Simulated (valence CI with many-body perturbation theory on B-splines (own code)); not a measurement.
# Energy levels of Rh⁴⁺

Computed by configuration interaction combined with many-body perturbation theory (CI+MBPT): five valence electrons over a frozen Dirac-Fock core [Kr], radial functions for each j: 7 s, 7 p, 8 d, 6 f, 4 g, 1 h, with the one-electron correlation potential Σ1, the two-electron term Σ2, the three-electron term Σ3, Breit, model QED; selected CI, second order for the rest, scaled by the run's own slope (own B-spline code, finite nucleus).

No measured levels were compared; by estimate terms of the open shell hold to 2 to 4 % of their energy, and close levels can change places; different configurations can be misplaced against each other by 1,000 to 8,000 cm⁻¹. Core correlation moves these levels by up to 18000 cm⁻¹, and in measured spectra 5 to 20 % of such shifts remained as error; rates that hang on mixing are uncertain with them. Among the levels kept, up to 1900 cm⁻¹ of a level comes from second order outside the variational space, and about a tenth of that is noise between levels of different J, which matters for small intervals. Only levels of the ground parity were solved; by the run's estimate the other parity begins above the list, which can be wrong where configurations are misplaced.

Levels 1 to 45 of 50, with energies above the lowest level, 4d⁵ ⁶S_5/2. "Leading %" is the weight of the configuration and term that name the level; weights of strongly mixed levels are sums over their largest components and can fall short. In the jj column 3d3/2^4 stands for four electrons in 3d with j = 3/2.

| No. | Configuration | Term | J | E (cm⁻¹) | Leading % | Second component | g | Leading jj |
| --- | --- | --- | --- | --- | --- | --- | --- | --- |
| 1 | 4d⁵ | ⁶S | 5/2 | 0.0 | 98 |  | 1.996 | 4d3/2^2 4d5/2^3 (41 %) |
| 2 | 4d⁵ | ⁴G | 5/2 | 25017 | 92 | 4 % 4d⁵ ²F | 0.597 | 4d3/2^2 4d5/2^3 (34 %) |
| 3 | 4d⁵ | ⁴G | 7/2 | 25411 | 96 |  | 0.991 | 4d3/2^3 4d5/2^2 (43 %) |
| 4 | 4d⁵ | ⁴G | 11/2 | 25560 | 97 |  | 1.269 | 4d3/2^2 4d5/2^3 (47 %) |
| 5 | 4d⁵ | ⁴G | 9/2 | 25649 | 97 |  | 1.172 | 4d3/2^2 4d5/2^3 (64 %) |
| 6 | 4d⁵ | ⁴P | 5/2 | 28111 | 53 | 38 % 4d⁵ ⁴D | 1.473 | 4d3/2^4 4d5/2 (40 %) |
| 7 | 4d⁵ | ⁴P | 3/2 | 28761 | 56 | 41 % 4d⁵ ⁴D | 1.496 | 4d3/2^3 4d5/2^2 (67 %) |
| 8 | 4d⁵ | ⁴P | 1/2 | 29726 | 68 | 29 % 4d⁵ ⁴D | 1.871 | 4d3/2^2 4d5/2^3 (55 %) |
| 9 | 4d⁵ | ⁴D | 7/2 | 31094 | 94 |  | 1.417 | 4d3/2^2 4d5/2^3 (59 %) |
| 10 | 4d⁵ | ⁴D | 1/2 | 32323 | 69 | 29 % 4d⁵ ⁴P | 0.790 | 4d3/2^2 4d5/2^3 (76 %) |
| 11 | 4d⁵ | ⁴D | 5/2 | 32928 | 56 | 35 % 4d⁵ ⁴P | 1.440 | 4d3/2^3 4d5/2^2 (32 %) |
| 12 | 4d⁵ | ⁴D | 3/2 | 33042 | 56 | 41 % 4d⁵ ⁴P | 1.411 | 4d3/2 4d5/2^4 (46 %) |
| 13 | 4d⁵ | ²I | 11/2 | 36363 | 92 | 7 % 4d⁵ ²H | 0.935 | 4d3/2^2 4d5/2^3 (51 %) |
| 14 | 4d⁵ | ²I | 13/2 | 37136 | 99 |  | 1.077 | 4d3/2^2 4d5/2^3 (99 %) |
| 15 | 4d⁵ | ²D | 5/2 | 40066 | 46 | 36 % 4d⁵ ²F | 1.072 | 4d3/2^2 4d5/2^3 (27 %) |
| 16 | 4d⁵ | ²D | 3/2 | 41049 | 54 | 43 % 4d⁵ ⁴F | 0.634 | 4d3/2^2 4d5/2^3 (59 %) |
| 17 | 4d⁵ | ⁴F | 7/2 | 41873 | 53 | 33 % 4d⁵ ²F | 1.163 | 4d3/2^3 4d5/2^2 (60 %) |
| 18 | 4d⁵ | ⁴F | 9/2 | 41937 | 66 | 27 % 4d⁵ ²G | 1.251 | 4d3/2^3 4d5/2^2 (55 %) |
| 19 | 4d⁵ | ⁴F | 5/2 | 42984 | 80 | 15 % 4d⁵ ²F | 1.013 | 4d3/2^2 4d5/2^3 (71 %) |
| 20 | 4d⁵ | ²F | 7/2 | 44242 | 57 | 32 % 4d⁵ ⁴F | 1.169 | 4d3/2 4d5/2^4 (63 %) |
| 21 | 4d⁵ | ⁴F | 3/2 | 44658 | 54 | 43 % 4d⁵ ²D | 0.590 | 4d3/2 4d5/2^4 (54 %) |
| 22 | 4d⁵ | ²H | 9/2 | 44961 | 56 | 23 % 4d⁵ ⁴F | 1.048 | 4d3/2^2 4d5/2^3 (84 %) |
| 23 | 4d⁵ | ²G | 7/2 | 46609 | 81 | 16 % 4d⁵ ²F | 0.935 | 4d3/2^2 4d5/2^3 (75 %) |
| 24 | 4d⁵ | ²H | 11/2 | 47243 | 90 | 7 % 4d⁵ ²I | 1.081 | 4d3/2 4d5/2^4 (75 %) |
| 25 | 4d⁵ | ²F | 5/2 | 47404 | 57 | 38 % 4d⁵ ²D | 1.003 | 4d5/2^5 (36 %) |
| 26 | 4d⁵ | ²G | 9/2 | 48538 | 52 | 37 % 4d⁵ ²H | 1.055 | 4d3/2 4d5/2^4 (68 %) |
| 27 | 4d⁵ | ²F | 5/2 | 49815 | 81 | 9 % 4d⁵ ²D | 0.902 | 4d3/2^2 4d5/2^3 (48 %) |
| 28 | 4d⁵ | ²F | 7/2 | 49981 | 87 | 9 % 4d⁵ ⁴F | 1.146 | 4d3/2 4d5/2^4 (46 %) |
| 29 | 4d⁵ | ²S | 1/2 | 54253 | 96 |  | 1.996 | 4d3/2^3 4d5/2^2 (39 %) |
| 30 | 4d⁵ | ²D | 3/2 | 60799 | 97 |  | 0.801 | 4d3/2^3 4d5/2^2 (34 %) |
| 31 | 4d⁵ | ²D | 5/2 | 61422 | 94 |  | 1.189 | 4d3/2 4d5/2^4 (41 %) |
| 32 | 4d⁵ | ²G | 9/2 | 66697 | 98 |  | 1.111 | 4d3/2^2 4d5/2^3 (80 %) |
| 33 | 4d⁵ | ²G | 7/2 | 66903 | 97 |  | 0.892 | 4d3/2^2 4d5/2^3 (46 %) |
| 34 | 4d⁵ | ²P | 3/2 | 80160 | 94 | 4 % 4d⁵ ²D | 1.312 | 4d3/2^2 4d5/2^3 (73 %) |
| 35 | 4d⁵ | ²P | 1/2 | 80709 | 97 |  | 0.678 | 4d3/2^2 4d5/2^3 (45 %) |
| 36 | 4d⁵ | ²D | 5/2 | 88358 | 97 |  | 1.200 | 4d3/2^2 4d5/2^3 (80 %) |
| 37 | 4d⁵ | ²D | 3/2 | 88712 | 93 | 4 % 4d⁵ ²P | 0.820 | 4d3/2 4d5/2^4 (56 %) |
| 38 | 4d⁴5s | ⁶D | 1/2 | 129610 | 95 |  | 3.316 | 4d3/2^2 4d5/2^2 5s (41 %) |
| 39 | 4d⁴5s | ⁶D | 3/2 | 130300 | 96 |  | 1.864 | 4d3/2^3 4d5/2 5s (50 %) |
| 40 | 4d⁴5s | ⁶D | 5/2 | 131310 | 97 |  | 1.655 | 4d3/2^2 4d5/2^2 5s (63 %) |
| 41 | 4d⁴5s | ⁶D | 7/2 | 132500 | 97 |  | 1.585 | 4d3/2^2 4d5/2^2 5s (47 %) |
| 42 | 4d⁴5s | ⁶D | 9/2 | 133820 | 96 |  | 1.552 | 4d3/2 4d5/2^3 5s (40 %) |
| 43 | 4d⁴5s | ⁴D | 1/2 | 142930 | 92 |  | 0.049 | 4d3/2^3 4d5/2 5s (38 %) |
| 44 | 4d⁴5s | ⁴D | 3/2 | 143990 | 94 |  | 1.203 | 4d3/2^2 4d5/2^2 5s (48 %) |
| 45 | 4d⁴5s | ⁴D | 5/2 | 145390 | 95 |  | 1.365 | 4d3/2^2 4d5/2^2 5s (53 %) |

Names give the largest LS component (configuration and term), which can be under half, so a name can repeat, a term be missing and a line seem to break the LS rules; names also repeat where a configuration has a term twice.

The ionisation energy to 4d⁴ ⁵D0 of the next ion comes out as 63.549 eV (NIST: 63 ± 1.9 eV (theoretical)). All 50 levels together are meant to be complete up to 152900 cm⁻¹.
